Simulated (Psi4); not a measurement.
Complex: C2H4 (SMILES C=C) (first 6 atoms) with C2H6 (SMILES CC); geometry from B3LYP-D3(BJ)/def2-TZVP, rigid monomers moved along the line of their centres of mass till C1···H11 is 5.45 Å.
(charge 0, multiplicity 1):
```xyz
14

C      0.24604     0.63662    -0.02649
C     -0.24826    -0.56694     0.22071
H     -0.38747     1.51424    -0.07165
H      1.30483     0.79461    -0.19279
H      0.38521    -1.44428     0.26874
H     -1.30628    -0.72487     0.39055
C      0.34947     0.61419     6.40002
C     -0.34454    -0.74167     6.31870
H      1.32163     0.53360     6.89086
H     -0.24694     1.33230     6.96672
H      0.51294     1.02825     5.40387
H      0.25032    -1.45618     5.74669
H     -1.31623    -0.65956     5.82797
H     -0.50929    -1.16616     7.31128
```

Method: Psi4 with SAPT0/jun-cc-pV(D+d)Z.

Question: Give the four SAPT terms and the total, and say what mostly holds the pair together.

Answer: electrostatics -0.01, exchange 0.00, induction 0.00, dispersion -0.06, total -0.07 kcal/mol; the largest attraction is dispersion.
